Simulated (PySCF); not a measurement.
Molecule: SMILES [C-]#[N+]C1CCCCC1, C₇H₁₁N.

Bonds (- single, = double, # triple, : aromatic): C1#N2, N2-C3, C3-C4, C4-C5, C5-C6, C6-C7, C7-C8, C8-C3. C3 carries H9; C4 carries H10, H11; C5 carries H12, H13; C6 carries H14, H15; C7 carries H16, H17; C8 carries H18, H19. Formal charges: C1 -1, N2 +1. H10, H13, H14, H16, H18 are cis to N2 on the ring; H11, H12, H15, H17, H19 are trans to N2 on the ring.

Geometry PBE0-D3(BJ)/def2-SVP throughout; GIAO in PySCF 2.14.0 with density-fitted response routines, gas phase, one conformer, non-relativistic; equivalent atoms averaged; functional PBE0.

For orientation, aug-cc-pVDZ gives these shifts δ (against TMS, NH3 at the same level): C1 165.9, C3 50.4, C4/C8 36.3, C5/C7 27.0, N2 192.0, H9 3.22, H11/H19 2.17, H10/H18 1.42, H12/H17 1.22 ppm.

A run gave: C1 179.5, C3 50.5, C4/C8 36.8, C5/C7 26.9, N2 207.6, H9 2.96, H11/H19 2.05, H10/H18 1.35, H12/H17 1.13 ppm (shifts δ (against TMS, NH3 at the same level)).

Which basis set was used in that run?
A. def2-TZVP
B. pcSseg-1
C. def2-SVP
D. 6-311+G(2d,p)
E. pcSseg-0

Results:

B. C1 tells them apart best: pcSseg-1 gives 179.5, 6-311+G(2d,p) gives 171.8, pcSseg-0 gives 183.2, def2-TZVP gives 174.9, def2-SVP gives 167.2 ppm.
